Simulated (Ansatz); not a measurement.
Ansatz results at the PBE0-D4/def2-TZVP geometry: size of the dipole moment (B3LYP/def2-TZVPP) 1.30 D; HOMO–LUMO gap (PBE/def2-TZVPP) 5.53 eV; HOMO–LUMO gap (B3LYP/def2-TZVPP) 7.17 eV.

Each molecule was computed in one conformer, which needn't be the lowest.

(1) Which molecule gave them?
A. `OC[SiH2][SbH2]`
B. `F[SiH2]SS`
C. `F[SiH](S)S`
D. `O[SiH2]SBF`

## Answers

(1) C. The others give `F[SiH2]SS`: 1.72, 4.06, 5.79; `O[SiH2]SBF`: 1.71, 5.25, 6.94; `OC[SiH2][SbH2]`: 1.40, 4.77, 6.33.

B3LYP here is the variant with VWN-RPA as its local correlation; programs differ in this.
